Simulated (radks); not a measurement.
Results of a calculation; reference values are marked as such.
All-electron atom: the neon ion Ne3+ in 1s1.5 2s2 2p3.5 (fractional occupations, a model configuration).

Level of theory: non-relativistic Kohn-Sham, SCAN, spin-polarised, spherical densities, point nucleus; open shells are filled with parallel spins first; meta-GGA in the generalised Kohn-Sham scheme (a radial shooting solver on a logarithmic mesh with Libxc functionals).

Energy parts (eV):
part                     energy
total                 -2955.007
kinetic                2949.859
electron-nucleus      -6728.200
Hartree                1082.347
exchange-correlation   -259.012

Orbitals (lengths in bohr, moments of r in powers of bohr; <r^-3> diverges for s and p1/2; r(90%) holds 90 % of the orbital's charge):
| orbital | occ. | eigenvalue (eV) | <r> | <r^-3> | r(90%) | <1/r> |
|---|---|---|---|---|---|---|
| 1s up | 1 | -970.5286 | 0.1554 | - | 0.277 | 9.743 |
| 1s down | 0.5 | -944.2427 | 0.1558 | - | 0.278 | 9.716 |
| 2s up | 1 | -112.6456 | 0.7652 | - | 1.20 | 1.911 |
| 2s down | 1 | -103.3228 | 0.7912 | - | 1.24 | 1.837 |
| 2p up | 3 | -89.5089 | 0.7096 | 19.25 | 1.18 | 1.835 |
| 2p down | 0.5 | -78.5234 | 0.7520 | 16.96 | 1.25 | 1.743 |

The highest occupied level is 2p down at -78.523 eV. The density falls to 0.001 e/bohr^3 at r = 2.13 bohr. Spin moment in Bohr magnetons: 3. Virial ratio -V/T = 2.00175.
